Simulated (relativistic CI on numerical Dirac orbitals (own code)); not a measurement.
# Hyperfine structure of Pt LX, mass number 195

Calculated at this level of theory: Dirac-Coulomb-Breit CI, orbitals from a KLI potential per configuration, QED by a radiative potential, unscaled Slater integrals (own radial code, finite nucleus).

CI space (outside the closed core [Ne]): 3s²3p⁶3d, 3s²3p⁵3d², 3s3p⁶3d², 3s²3p⁶4s, 3s²3p⁶4p, 3s²3p⁶4d, 3s²3p⁵3d4s, 3s²3p⁶4f, 3s²3p⁵3d4p, 3p⁶3d³, 3p⁵3d⁴, 3p⁵3d³4s. Double excitations out of closed p, d and f shells are left out; levels of such configurations are missing from the list, as are those of other unlisted configurations, and high levels can miss mixing partners. These lack a partner that the ground configuration has and come out too high: 3s²3p⁵3d4p.

Nuclear spin I = 1/2, μ = 0.6073 μN (tables of Stone and Pyykkö). The electronic factors are computed for point nuclear moments, without core polarisation or the Bohr-Weisskopf and QED corrections.

```
            Level   E (Ry)  A (GHz)
   3s²3p⁶3d ²D3/2   0.0000    162.6
   3s²3p⁶3d ²D5/2   7.2832    63.76
 3s²3p⁵3d² ⁴D°1/2  20.1278    33.87
 3s²3p⁵3d² ⁴G°9/2  27.0858    159.2
3s²3p⁵3d² ²H°11/2  27.9530    153.5
```

Levels with J = 0, under 50 % of one LS term, or S terms without an open s electron are left out. Small factors come from cancelling terms and can be off by tens of per cent or more.

At this charge energies of transitions that change n are usually good to better than 1 %, and those within a shell (Δn = 0) to a few per cent.

Question: Give the hyperfine levels of 3s²3p⁶3d ²D3/2 relative to its centre of gravity.

Answer: With K = F(F + 1) − I(I + 1) − J(J + 1), E = AK/2: F = 1: -203.2, F = 2: 121.9 GHz.

LS names give the leading component of a level, which can be under half, so a name can repeat, a term be missing and a line seem to break the LS rules.
